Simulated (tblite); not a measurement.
C5H7O2Si (charge -1).
Numbering: `[O:1]=[CH:2]/[CH:3]=[C:4]([SiH3:5])\[CH:6]=[CH:7]/[O-:8]` (hydrogens: H9 on C2; H10 on C3; H11, H12, H13 on Si5; H14 on C6; H15 on C7)

Computed geometry: GFN2-xTB, gas phase.

Problem. Give the optimised bond lengths and angles.

Solution. 
```json
{"bond": "O1=C2", "length (bohr)": "2.330"}
{"bond": "C2–C3", "length (bohr)": "2.669"}
{"bond": "C3=C4", "length (bohr)": "2.592"}
{"bond": "C4–Si5", "length (bohr)": "3.600"}
{"bond": "C4–C6", "length (bohr)": "2.655"}
{"bond": "C6=C7", "length (bohr)": "2.584"}
{"bond": "C7–O8", "length (bohr)": "2.405"}
{"bond": "C2–H9", "length (bohr)": "2.105"}
{"bond": "C3–H10, C6–H14", "length (bohr)": "2.045"}
{"bond": "Si5–H11", "length (bohr)": "2.886"}
{"bond": "Si5–H12, Si5–H13", "length (bohr)": "2.784"}
{"bond": "C7–H15", "length (bohr)": "2.078"}
```

Bonds in one row agree within 0.02 bohr and their mean is given. A selection of angles:
```json
{"angle": "O1–C2–C3", "degrees": "126.7"}
{"angle": "C2–C3–C4", "degrees": "126.3"}
{"angle": "C3–C4–Si5", "degrees": "122.5"}
{"angle": "C3–C4–C6", "degrees": "126.3"}
{"angle": "Si5–C4–C6", "degrees": "111.3"}
{"angle": "C4–C6–C7", "degrees": "114.9"}
{"angle": "C6–C7–O8", "degrees": "122.3"}
```

Torsions: O1–C2–C3–C4 180° (antiperiplanar); C2–C3–C4–Si5 180° (antiperiplanar); C3–C4–C6–C7 180° (antiperiplanar); C4–C6–C7–O8 0° (synperiplanar).

Si5 and O8 aren't drawn bonded (4 bonds apart) but lie 2.05 Å from each other; Cordero's covalent radii sum to 1.77 Å. Of the pairs four or more bonds apart, those above aside, O8···H12 is among the closest relative to their van der Waals radii: 2.35 Å, 86 % of the sum of Bondi's values. C3 (carbon bonded to 2 C and H) is planar (angles 126.3°, 117.7° and 115.9°, sum 360.0°, 0.00 Å off the plane of its three neighbours). The 8 heavy atoms lie in one plane (0.004 Å rms). Si5 (SiH3 silicon) has angles from 96.8° to 123.6°. The 4 C–C bonds span 1.368 Å (C6=C7, drawn double in one of several resonance forms) to 1.412 Å (C2–C3, drawn single), a spread of 0.044 Å. C4 (fully substituted alkene carbon) is planar (angles 126.3°, 122.5° and 111.3°, sum 360.0°, 0.00 Å off the plane of its three neighbours).

Point group: Cs (tolerance 0.08 Å). Its GFN2-xTB frequencies are all real (lowest 82 cm⁻¹). 2 starts were optimised and ended at 0.00 and 18.14 kcal/mol (GFN2-xTB); the lowest of these is shown.

One conformer stands for the species.
